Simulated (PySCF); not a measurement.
Structure problem from calculated spectra and properties.

Formula: C6H13FOSi2.

* Rotational structure: rotational constants A, B, C: 1.400, 0.712, 0.595 GHz [GFN2-xTB]
* 13C NMR: chemical shifts (computed TMS as zero) by class: 172.7 (1 C), 90.3 (1 C), 61.8 (1 C), 19.1 (1 C), 19.1 (1 C), 18.5 (1 C) ppm [GIAO PBE0/pcSseg-1]
* 1H NMR: chemical shifts (computed TMS as zero) by class: 7.17 (1 H), 5.14 (1 H), 5.09 (1 H), 4.96 (1 H), 4.84 (1 H), 4.40 (1 H), 1.31 (1 H), 1.19 (3 H), 0.94 (3 H) ppm [GIAO PBE0/pcSseg-1]
* NMR, other nuclei: isotropic shieldings of nuclei other than C and H, by class: 191 (1 O), 385 (1 F), 337 (1 Si), 386 (1 Si) ppm [GIAO PBE0/pcSseg-1]
* Dipole: 1.58 D [PBE0/pcSseg-1]

Gas-phase values; electronic properties from PySCF, density fitting. Levels stand in brackets. Geometry: GFN2-xTB, one conformer, isolated molecule. NMR values are class means; diastereotopic atoms form classes of their own.

Question: Propose a structure and show how it fits.

Answer: Numbering: `[CH3:1][CH:2]([CH3:3])[Si@@H:4]([F:5])[C@@H:6]1[O:7][CH:8]=[CH:9][SiH2:10]1`. Its formula, C6H13FOSi2, gives 2 degrees of unsaturation: 1 ring and 1 π bond in the structure found. 6 carbons fall into 6 classes; from least to most shielded: vinylic carbon bearing oxygen [C8] (172.7 ppm), alkene CH carbon [C9] (90.3 ppm), ring sp3 carbon bound to oxygen [C6] (61.8 ppm), chain sp3 carbon bound to silicon [C2] (19.1 ppm), methyl carbon [C1] (19.1 ppm), methyl carbon [C3] (18.5 ppm). Hydrogen classes from least to most shielded: 1 H on a vinylic carbon bearing oxygen, C8 (7.17 ppm), 1 H on a fluorine-bound silicon, Si4 (5.14 ppm), 1 H on an SiH2 silicon, Si10 (5.09 ppm), 1 H on an SiH2 silicon, Si10 (4.96 ppm), 1 H on an alkene CH carbon, C9 (4.84 ppm), 1 H on an sp3 carbon bound to oxygen, C6 (4.40 ppm), 1 H on an sp3 carbon bound to silicon, C2 (1.31 ppm), 3 H on a methyl carbon, C1 (1.19 ppm, a mean of values up to 0.8 ppm apart in this geometry), 3 H on a methyl carbon, C3 (0.94 ppm). The other shieldings belong to: 191 ppm, cyclic ether oxygen [O7]; 385 ppm, silicon-bound fluorine [F5]; 337 ppm, fluorine-bound silicon [Si4]; 386 ppm, SiH2 silicon [Si10]. The optimised geometry has point group C1 and is an asymmetric top. Structure: `[SiH2]1[C@H]([Si@@H](C(C)C)F)OC=C1`. Computed isomers that give other values at the same levels: `CO[C@@H]1C=C([SiH2]C)[C@@H](F)[SiH2]1` (13C chemical shifts (computed TMS as zero) by class: 164.7 (1 C), 149.1 (1 C), 98.2 (1 C), 79.3 (1 C), 60.5 (1 C), -7.4 (1 C) ppm); `C=CC[C@@H]1C[C@@H]([Si@@H](F)[SiH3])O1` (13C chemical shifts (computed TMS as zero) by class: 141.1 (1 C), 125.0 (1 C), 82.6 (1 C), 74.3 (1 C), 49.5 (1 C), 27.4 (1 C) ppm); `C=CC[C@@H]1C[C@H]([Si@@H](F)[SiH3])O1` (13C chemical shifts (computed TMS as zero) by class: 141.0 (1 C), 125.5 (1 C), 81.6 (1 C), 75.4 (1 C), 50.4 (1 C), 30.7 (1 C) ppm). The assignments are read from this structure; whether some other isomer fits the data as well wasn't checked. The mirror image fits equally.

Shape of the structure used: `[CH3:1][CH:2]([CH3:3])[Si@@H:4]([F:5])[C@@H:6]1[O:7][CH:8]=[CH:9][SiH2:10]1`: C1–C2–Si4–F5 48°, C2–Si4–C6–O7 64°.
